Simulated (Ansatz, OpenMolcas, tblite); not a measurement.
## CH3AlF2O (SMILES C[O][Al]([F])[F]): the HOMO–LUMO gap, rung by rung

CH3AlF2O has 8 atoms, charge 0, and is taken as a singlet. SMILES: `C[O][Al]([F])[F]`. The shape is that of a PBE0-D4/def2-TZVP optimisation.

Quantity: the HOMO–LUMO gap, in eV. The values are calculated.

| level | kind | program | value (eV) |
| --- | --- | --- | --- |
| GFN1-xTB | semi-empirical | tblite | 4.36 |
| HF/6-31G* (spherical functions) | Hartree–Fock | Ansatz | 14.88 |
| SVWN5/6-31G* (spherical functions) | LDA | OpenMolcas | 5.17 |
| PBE/6-31G* (spherical functions) | GGA | OpenMolcas | 5.25 |
| M06-L/6-31G* (spherical functions) | meta-GGA | OpenMolcas | 6.22 |
| r2SCAN/6-31G* (spherical functions) | meta-GGA | OpenMolcas | 6.19 |
| r2SCAN0/6-31G* (spherical functions) | hybrid meta-GGA | Ansatz | 8.41 |
| wB97M-V/6-31G* (spherical functions) | range-separated hybrid | Ansatz | 11.84 |
| PBE-QIDH/6-31G* (spherical functions) | double hybrid | Ansatz | 12.17 |

The values span 4.36 to 14.88 eV. Orbital gaps aren't excitation energies, and those of double hybrids come from the SCF part alone; they tend to grow with the share of exact exchange.
